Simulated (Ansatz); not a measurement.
Cl$_{4}$Zr, charge -1, doublet, geometry from GFN2-xTB (such geometries of metal compounds can be far from the true shape) (the multiplicity is a formal guess) (core potentials on Zr) (a gas-phase anion, which may not be bound at this level). Base run: B3LYP/def2-SVP (Ansatz, a program for electronic structure).

The Ansatz input:
Ansatz 0.2 input:
```yaml
crystal:
  periodic: [false, false, false]
  atoms:
    - {symbol: Zr, position_ang: [0.00000000, 0.00000000, 0.00000000]}
    - {symbol: Cl, position_ang: [1.86352882, -0.58540177, -1.27374508]}
    - {symbol: Cl, position_ang: [0.66962024, 0.48253642, 2.18096969]}
    - {symbol: Cl, position_ang: [-1.02067932, 1.87758363, -0.93314247]}
    - {symbol: Cl, position_ang: [-1.51246974, -1.77471829, 0.02591786]}
basis:
  gaussian:
    orbitals: def2-SVP
hamiltonian:
  xc: b3lyp
total_charge: -1
magnetization: {spin_polarized: true, initial_magnetization: 1}
```

Each row names what was changed in the base input (with any setting that the change needs).

```tsv
change	basis functions	E (Eh)	core-seconds (rough)
base	103	-1887.69863	20
basis = 3-21G	91	-5356.72633	20
basis = def2-SV(P)	96	-1887.68577	20
basis = def2-SVPD	142	-1887.73850	30
basis = def2-TZVP	?	?	60
basis = def2-TZVPP	224	?	100
basis = def2-TZVPD	224	-1888.35626	200
```

Q: Some entries are withheld; supply them.

A: 
- basis = def2-TZVP, basis functions: 188
- basis = def2-TZVP, E (Eh): -1888.35070
- basis = def2-TZVPP, E (Eh): -1888.35314

Totals compare only among sets that treat the same electrons; sets with core potentials leave the core out.

A gas-phase anion may not be bound at this level; its values then depend on the basis.
